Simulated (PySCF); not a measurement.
A species of formula C8H4ClF3O has this rotational fingerprint, computed with PBE0/pcSseg-1 in PySCF (dipole) on a GFN2-xTB geometry, gas phase:

* Rotational constants: A = 888.3, B = 687.2, C = 438.8 MHz
* Dipole components: |μa| = 0.36 D, |μb| = 5.23 D, |μc| = 0.38 D
* Inertial defect: -152.46 u·Å²
* κ: 0.11

Problem. Which candidate fits, each taken in the one conformer that was computed?
A. `[O:1]=[C:2]([Cl:3])[c:4]1[cH:5][cH:6][c:7]([C:8]([F:9])([F:10])[F:11])[cH:12][cH:13]1` with O1–C2–C4–C5 0° (4-(trifluoromethyl)benzoyl chloride)
B. `[O:1]=[C:2]([Cl:3])[c:4]1[cH:5][cH:6][cH:7][cH:8][c:9]1[C:10]([F:11])([F:12])[F:13]` with O1–C2–C4–C5 -135°
C. `[OH:1][c:2]1[cH:3][cH:4][c:5]([C:6]([F:7])=[C:8]([F:9])[F:10])[c:11]([Cl:12])[cH:13]1` with H–O1–C2–C3 0°, C4–C5–C6–F7 -43°

Solution. B. It is O=C(Cl)c1ccccc1C(F)(F)F, an asymmetric top, point group C1. The candidates at the same level (rigid rotor, commonest isotopes):

| SMILES | A (MHz) | B (MHz) | C (MHz) | μa (D) | μb (D) | μc (D) | Δ (u·Å²) | point group | rotor |
| --- | --- | --- | --- | --- | --- | --- | --- | --- | --- |
| O=C(Cl)c1ccc(C(F)(F)F)cc1 | 1990 | 305.0 | 277.2 | 0.85 | 0.67 | 0.08 | -87.79 | C1 | near-prolate asymmetric top |
| Oc1ccc(C(F)=C(F)F)c(Cl)c1 | 1243 | 463.0 | 370.0 | 3.32 | 1.96 | 0.82 | -132.26 | C1 | asymmetric top |
| O=C(Cl)c1ccccc1C(F)(F)F | 888.3 | 687.2 | 438.8 | 0.36 | 5.23 | 0.38 | -152.46 | C1 | asymmetric top |

`O=C(Cl)c1ccc(C(F)(F)F)cc1` has A 124 % too high; `Oc1ccc(C(F)=C(F)F)c(Cl)c1` has A 40 % too high. No structure here is proved a minimum.
